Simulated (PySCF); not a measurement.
Spin states and ions at one geometry of TlF3

PySCF 2.14.0, RKS PBE0, Tl def2-SVP with ECP60, F def2-SVP; non-relativistic Hamiltonian with scalar-relativistic core potentials where named; density fitting; no spin-orbit coupling; singlets restricted, open shells unrestricted. The geometry is relaxed for charge 0, singlet, vacuum:

```xyz
4

Tl    0.2712    0.0000    0.0000
F    -0.6057    0.0000    1.8078
F    -0.6057    0.0000   -1.8078
F     2.2896    0.0000    0.0000
```

Energies count from the relaxed state; an electron taken off or put on is at rest in vacuum. Charges and spins are Mulliken's.

Question: Order these states by energy, lowest first.
A. charge +1, doublet, vacuum
B. charge 0, triplet, vacuum
C. charge -1, doublet, vacuum
D. charge 0, singlet, vacuum

Answer: C (-2.05 eV), D (0.00 eV), B (3.74 eV), A (13.04 eV).

Question: How do charge and spin on the first atom follow?

Answer: 
```tsv
state	spin squared	charge on Tl1 (e)	spin on Tl1 (e)	dipole about the centre of mass (D)
charge 0, singlet, vacuum	0.00	1.16	0.00	0.68
charge 0, triplet, vacuum	2.01	0.81	0.61	0.07
charge +1, doublet, vacuum	0.80	1.46	-0.11	0.13
charge -1, doublet, vacuum	0.75	0.50	0.61	0.45
```

With an electron taken off (doublet) the charges change, summed by element, by Tl +0.30 e, F +0.70 e. The vertical ionisation energy is 13.04 eV, against −ε(HOMO) = 10.59 eV of the relaxed state. The level lies 2.4 eV too high, as is usual for semilocal functionals and global hybrids, which keep a self-interaction error.

With an electron put on (doublet) the charges change, summed by element, by Tl -0.66 e, F -0.34 e. The vertical electron affinity is 2.05 eV, against −ε(LUMO) = 4.51 eV of the relaxed state. The basis has no diffuse functions, which an added electron needs. The added electron's level lies above zero.

Open shells may have lower solutions than those found.
